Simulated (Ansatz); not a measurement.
Abridged output of a molecular run in Ansatz:

```
Functional definition: HF
1821 factors; integrals over basis functions are off by at most 9.9e-4 eV
mean field evaluation 1: about -23648.5093 eV, gradient 5.7e1 eV
mean field evaluation 2: about -23648.8276 eV, gradient 5.8e1 eV
mean field evaluation 4: about -23655.0545 eV, gradient 4.2e0 eV
mean field evaluation 8: about -23655.1442 eV, gradient 2.9e-1 eV
mean field evaluation 16: about -23655.1445 eV, gradient 1.6e-6 eV
mean field -23655.14454881 eV, -869.3105281360 hartree, gradient 1.6e-6 eV, S^2 0.000000; 0 other end points of the search recorded, 0 dependent functions left out
14 core orbitals not correlated: weight in the atoms' cores, before any rotation towards them, 1.000 or more for the frozen orbitals, at most 0.000 for the correlated occupied ones
reference -23655.14454881 eV, -869.3105281360 hartree; 19, 19 occupied and 273, 273 virtual orbitals, 1821 factors
second order -31.18898840 eV of doubles, -0.00000000 eV of singles
cycle   1  -31.49866988 eV  change   -3.1e-1 eV  update   1.2e-1
cycle   2  -32.18843872 eV  change   -6.9e-1 eV  update   3.3e-2
cycle   3  -32.34749766 eV  change   -1.6e-1 eV  update   1.7e-2
cycle   4  -32.33028570 eV  change    1.7e-2 eV  update   3.5e-3
cycle   5  -32.32860491 eV  change    1.7e-3 eV  update   1.6e-3
cycle   6  -32.32956626 eV  change   -9.6e-4 eV  update   4.6e-4
cycle   7  -32.32931503 eV  change    2.5e-4 eV  update   1.7e-4
cycle   8  -32.32922737 eV  change    8.8e-5 eV  update   5.2e-5
cycle   9  -32.32924467 eV  change   -1.7e-5 eV  update   2.0e-5
perturbative correction -1.10072100 eV, -0.0404507507 hartree
Total energy: -23688.57451448 eV, -870.5390567147 hartree
```

Its atoms:

Cartesian coordinates in Å:
```
C -1.1816 1.2599 0.6813
Si -0.0211 -0.1900 0.8680
O 1.2862 0.1581 1.8233
Si 0.8897 -0.7925 -1.2083
O -0.3846 -0.8708 -2.2399
F 1.6058 -2.2257 -1.1202
H -1.6286 1.5373 1.6398
H -0.6626 2.1337 0.2807
H -1.9904 0.9988 -0.0069
H -0.7853 -1.3410 1.4366
H 1.1510 0.2064 2.7703
H 1.9345 0.1209 -1.7499
H -0.2128 -0.9953 -3.1748
```

Task: Which basis set was used?
A. def2-TZVPPD
B. def2-TZVPP
C. cc-pV(Q+d)Z
D. def2-SVP

Result: B. It gives 306 functions.

Task: Write the keys of the input that set method, charge and spin (a neutral closed shell needs none for the last two).

Result: 
```yaml
correlation: {method: ccsd_t}
```
